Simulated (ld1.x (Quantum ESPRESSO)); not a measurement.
# silver, PAW: configuration errors across variants

ld1.x (Quantum ESPRESSO) 7.5 input, shortened:

```
&input
   title='Ag', zed=47., rel=1, dft='PZ', iswitch=3,
   config='[Kr] 4d10 5s1 5p0'
 /
 &inputp
   pseudotype=3, lpaw=.true., tm=.true., lloc=-1, rcloc=3.60,
   nlcc=.true., rcore=1.50,
   which_augfun='GAUSS', rmatch_augfun=1.00
 /
6
5S  1  0   1.00   0.00  2.15  3.00  0.0
5S  1  0   0.00   0.05  2.15  3.00  0.0
5P  2  1   0.00   0.00  3.65  4.20  0.0
5P  2  1   0.00   0.90  3.65  4.20  0.0
4D  3  2  10.00   0.00  1.20  1.55  0.0
4D  3  2   0.00   2.20  1.20  1.55  0.0
 &test
   configts(1)='4d10 5s1 5p0'
 /
```

All-electron excitation energies from the reference (eV): (1) 4d10 5s0 5p0 8.102; (2) 4d9 5s0 5p0 30.485; (3) 4d8 5s0 5p0 66.919; (4) 4d9 5s1 5p0 13.379; (5) 4d9 5s1 5p1 8.572; (6) 4d7 5s0 5p0 118.846; (7) 4d10 5s0.5 5p0 3.186; (8) 4d10 5s1 5p0 spin -0.149; (9) 4d9 5s0 5p0 spin 30.325.

Spin tests fill each open shell by Hund’s rule, majority spin first.

The overlap operator is not positive definite (basis up to 400 Ry) in “base”, “local potential all-electron potential smoothed inside 3.14 bohr (lloc = -1)”, “local potential all-electron potential smoothed inside 3.68 bohr (lloc = -1)”. Such files are unfit for use, however small their errors in these radial tests.

A true bound ghost makes a file unfit for plane-wave use even where its test errors are small: the radial tests pick states by their node count and pass the ghost by.

Errors AE − PS in meV (a dash: test not solved or not reliable):

| change | (1) | (2) | (3) | (4) | (5) | (6) | (7) | (8) | (9) | bound ghosts |
| --- | --- | --- | --- | --- | --- | --- | --- | --- | --- | --- |
| base | 0.0 | -51 | -321 | -26 | -21 | -1012 | +0.4 | +0.1 | -51 | not determined (overlap not positive) |
| local potential all-electron potential smoothed inside 1.78 bohr (lloc = -1) | +24 | -33 | -316 | -50 | +16 | -1003 | +2.1 | +0.8 | -33 | s |
| local potential all-electron potential smoothed inside 2.86 bohr (lloc = -1) | +2.8 | -49 | -321 | -22 | -5.4 | -1002 | +1.0 | +0.4 | -49 | none |
| local potential all-electron potential smoothed inside 3.14 bohr (lloc = -1) | +1.3 | -50 | -321 | -23 | -7.2 | -1006 | +0.7 | +0.2 | -50 | not determined (overlap not positive) |
| local potential all-electron potential smoothed inside 3.68 bohr (lloc = -1) | -0.2 | -51 | -321 | -26 | -22 | -1013 | +0.3 | +0.1 | -51 | not determined (overlap not positive) |
| local potential all-electron potential smoothed inside 4.24 bohr (lloc = -1) | -2.6 | -60 | -335 | -36 | -30 | -1056 | -0.6 | 0.0 | -60 | none |
| local potential all-electron potential smoothed inside 4.70 bohr (lloc = -1) | -5.0 | -76 | -364 | -40 | -29 | -1093 | -1.0 | -0.1 | -77 | none |

Q: Give the same row for: local potential all-electron potential smoothed inside 2.20 bohr (lloc = -1).

A: +11, -43, -320, +10, +65, -1001, +3.3, +1.7, -43; bound ghosts: none.
